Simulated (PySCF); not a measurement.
# Electronic structure of Mn⁺ (manganese, charge +1) at the LDA level

Configuration: [Ar] 3d5 4s1, high-spin 7S determinant. Computed with PySCF 2.14 in cc-pVDZ-DK (6s5p3d1f, 43 functions), with scalar relativity by spin-free X2C-1e.

| Property | Result |
| --- | --- |
| Total energy | -1155.829 hartree |
| One-electron energy | -1586.882 hartree |
| Hartree (Coulomb) energy | 481.022 hartree |
| Exchange-correlation energy | -49.969 hartree |
| ⟨S²⟩ | 12.0002 |
| ⟨L²⟩ | 0.000 |
| Sum of ⟨r⟩ | 17.89 bohr |
| Sum of ⟨r²⟩ | 25.65 bohr² |
| Langevin diamagnetic susceptibility | -20.3 ×10⁻⁶ cm³/mol |
| Time after the integrals | 0.18 s of wall time on 1 thread of INTEL(R) XEON(R) PLATINUM 8581C CPU @ 2.30GHz (shared host) |

```json
{"shell": "1s α", "electrons": "1", "mean orbital energy (hartree)": "-235.79385", "rms radius, mean of both spins (bohr)": "0.0704"}
{"shell": "1s β", "electrons": "1", "mean orbital energy (hartree)": "-235.79012", "rms radius, mean of both spins (bohr)": "0.0704"}
{"shell": "2s α", "electrons": "1", "mean orbital energy (hartree)": "-27.57258", "rms radius, mean of both spins (bohr)": "0.304"}
{"shell": "2s β", "electrons": "1", "mean orbital energy (hartree)": "-27.49126", "rms radius, mean of both spins (bohr)": "0.304"}
{"shell": "2p α", "electrons": "3", "mean orbital energy (hartree)": "-23.43962", "rms radius, mean of both spins (bohr)": "0.274"}
{"shell": "2p β", "electrons": "3", "mean orbital energy (hartree)": "-23.37564", "rms radius, mean of both spins (bohr)": "0.274"}
{"shell": "3s α", "electrons": "1", "mean orbital energy (hartree)": "-3.49487", "rms radius, mean of both spins (bohr)": "0.918"}
{"shell": "3s β", "electrons": "1", "mean orbital energy (hartree)": "-3.30619", "rms radius, mean of both spins (bohr)": "0.918"}
{"shell": "3p α", "electrons": "3", "mean orbital energy (hartree)": "-2.35785", "rms radius, mean of both spins (bohr)": "0.988"}
{"shell": "3p β", "electrons": "3", "mean orbital energy (hartree)": "-2.17277", "rms radius, mean of both spins (bohr)": "0.988"}
{"shell": "3d α", "electrons": "5", "mean orbital energy (hartree)": "-0.60723", "rms radius, mean of both spins (bohr)": "1.33"}
{"shell": "4s α", "electrons": "1", "mean orbital energy (hartree)": "-0.47046", "rms radius, mean of both spins (bohr)": "2.93"}
```

Densities and radii are taken from the X2C orbitals without a picture-change correction, which distorts them close to the nucleus.
